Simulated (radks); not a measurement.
Results of a calculation; reference values are marked as such.
All-electron atom: the cobalt ion Co3+ in [Ar] 3d6 (the NIST ground configuration). Code: a radial shooting solver on a logarithmic mesh with Libxc functionals. Model: Dirac Kohn-Sham, PBE, spin-unpolarised, spherical densities, finite nucleus; open shells fill j = l - 1/2 first; Fermi nuclear charge, rms radius 3.7875 fm.

Unscreened Slater integrals over Kohn-Sham orbitals (eV). Large and small components are both included.

\begin{tabular}{lr}
integral & value \\ \hline
F0(3d5/2,3d5/2) & 26.659 \\
F2(3d5/2,3d5/2) & 12.421 \\
F4(3d5/2,3d5/2) & 7.7444 \\
F0(3d5/2,3d3/2) & 26.714 \\
F2(3d5/2,3d3/2) & 12.446 \\
G2(3d5/2,3d3/2) & 12.435 \\
G4(3d5/2,3d3/2) & 7.7528 \\
F0(3d5/2,3p3/2) & 28.324 \\
F2(3d5/2,3p3/2) & 13.452 \\
G1(3d5/2,3p3/2) & 16.626 \\
G3(3d5/2,3p3/2) & 10.113 \\
F0(3d5/2,3p1/2) & 28.474 \\
G3(3d5/2,3p1/2) & 10.163 \\
F0(3d3/2,3d3/2) & 26.769 \\
F2(3d3/2,3d3/2) & 12.470 \\
F0(3d3/2,3p3/2) & 28.386 \\
F2(3d3/2,3p3/2) & 13.480 \\
G1(3d3/2,3p3/2) & 16.651 \\
G3(3d3/2,3p3/2) & 10.129 \\
F0(3d3/2,3p1/2) & 28.536 \\
G1(3d3/2,3p1/2) & 16.764 \\
F0(3p3/2,3p3/2) & 30.417 \\
F2(3p3/2,3p3/2) & 15.231 \\
F0(3p3/2,3p1/2) & 30.589 \\
G2(3p3/2,3p1/2) & 15.302 \\
F0(3p1/2,3p1/2) & 30.764 \\
\end{tabular}
